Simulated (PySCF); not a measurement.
## A ladder of Hamiltonians for Sc⁹⁺ (scandium, charge +9)

Occupied: 1s1/2, 2s1/2, 2p1/2, 2p3/2, 3s1/2. Hartree-Fock calculated with PySCF 2.14 in an uncontracted even-tempered set (22 s from 0.22 bohr⁻², ratio 2.3; 15 p from 0.27 bohr⁻², ratio 2.3), Gaussian nucleus throughout. NR is non-relativistic, sf-X2C the spin-free one-electron X2C Hamiltonian, X2C adds the bare one-electron spin-orbit term, X2C-SNSO screens it by Boettger's factors, DC is four-component Dirac-Coulomb, and the Gaunt and Breit terms are added at first order (total energies over the DC spinors, levels after relaxing the spinors in that mean field). QED terms are absent. Levels marked empty are virtual spinors of this ion; the basis has s and p functions only, so 3d, which can lie below the n = 4 levels, is absent.

| Hamiltonian | E (hartree) |
| --- | --- |
| NR | -730.8640 |
| sf-X2C | -734.3972 |
| X2C | -734.4027 |
| X2C-SNSO | -734.4017 |
| DC | -734.4851 |
| DC+Gaunt | -734.2474 |
| DC+Breit | -734.2661 |

| level (eV) | NR | sf-X2C | X2C | X2C-SNSO | DC | DC+Gaunt | DC+Breit |
| --- | --- | --- | --- | --- | --- | --- | --- |
| 1s1/2 | -4722.3 | -4747.9 | -4747.9 | -4747.9 | -4749.5 | -4745.6 | -4745.8 |
| 2s1/2 | -714.72 | -720.00 | -719.99 | -719.99 | -720.13 | -719.88 | -719.89 |
| 2p1/2 | -622.36 | -623.08 | -626.73 | -626.37 | -626.39 | -625.92 | -625.97 |
| 2p3/2 | -622.36 | -623.08 | -621.28 | -621.45 | -621.53 | -621.22 | -621.27 |
| 3s1/2 | -222.02 | -223.10 | -223.10 | -223.10 | -223.12 | -223.07 | -223.08 |
| 3p1/2 (empty) | -178.72 | -178.92 | -179.48 | -179.43 | -179.43 | -179.35 | -179.36 |
| 3p3/2 (empty) | -178.72 | -178.92 | -178.64 | -178.67 | -178.68 | -178.63 | -178.64 |
| 4s1/2 (empty) | -96.728 | -97.074 | -97.074 | -97.074 | -97.080 | -97.065 | -97.067 |

Question: How large are the two-electron picture-change error of X2C and the Breit correction in the total energy?

Answer: X2C-1e lies 0.0824 hartree above Dirac-Coulomb; Gaunt adds 0.2377 and the full Breit term 0.2190 hartree.

```json
{"interval (eV)": "2p3/2 − 2p1/2", "X2C": "5.443", "X2C-SNSO": "4.921", "DC": "4.853", "DC+Gaunt": "4.698", "DC+Breit": "4.698"}
{"interval (eV)": "3p3/2 − 3p1/2", "X2C": "0.8391", "X2C-SNSO": "0.7587", "DC": "0.7477", "DC+Gaunt": "0.7220", "DC+Breit": "0.7220"}
```

Weight of the small component: 1s1/2 0.00565, 2s1/2 0.00100, 2p1/2 0.000961, 2p3/2 0.000952, 3s1/2 0.000260, 3p1/2 0.000231, 3p3/2 0.000230, 4s1/2 0.000105.

Koopmans' value for the highest occupied level at DC+Breit: 223.08 eV, against an ionisation energy of 225.18 ± 0.05 eV (semi-empirical (NIST evaluation); NIST Atomic Spectra Database, ionization energies); the former lacks relaxation, correlation, QED and recoil.

The whole ladder took 110 s of wall time on 1 thread of Neoverse-V2 (shared host), launched as `OMP_NUM_THREADS=1 python relrun2.py TASK.json OUT` (a driver that calls PySCF for each Hamiltonian).

Dirac-Coulomb iterations, started from the X2C spinors:

```
with_ssss True, with_gaunt False, with_breit False
light speed = 137.03599967994
init E= -734.226016689517
cycle= 1 E= -734.485130895594  delta_E= -0.259  |g|= 0.0848  |ddm|= 0.0112
cycle= 2 E= -734.485138177672  delta_E= -7.28e-06  |g|= 0.00204  |ddm|= 0.00218
cycle= 3 E= -734.48513826611  delta_E= -8.84e-08  |g|= 0.000255  |ddm|= 0.000359
cycle= 4 E= -734.485138267547  delta_E= -1.44e-09  |g|= 1.36e-06  |ddm|= 3.58e-05
```
